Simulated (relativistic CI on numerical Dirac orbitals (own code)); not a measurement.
## Ir4+ (5d5) in a crystal field

Calculated by Dirac-Coulomb-Breit CI, KLI orbitals optimised for each configuration, model QED (radiative potential, 1s self-energy scaled to tabulated hydrogen-like ionisation energies), valence Slater integrals scaled by 0.75, one configuration in a parametric crystal field (own radial code).

Field parameters in Wybourne normalisation: Td as Oh with Dq negative (B⁴₀ = 21Dq, B⁴₄ = √(5/14) B⁴₀). The field is a parameter set, without covalency.

S is read from ⟨S²⟩ = S(S + 1).

Levels (cm⁻¹, degeneracy): 0 (4), 198 (2), 9742 (4), 13754 (2), 15358 (2), 15650 (4), 17704 (2), 18678 (4), 18816 (2), 19394 (4), 20126 (4), 20308 (2).

Problem. Which field gives this pattern?
A. Td, 10Dq = -8750 cm⁻¹
B. Td, 10Dq = -16800 cm⁻¹
C. Td, 10Dq = -13150 cm⁻¹

Solution. A. Td, 10Dq = -8750 cm⁻¹, ground level with S = 2.24.
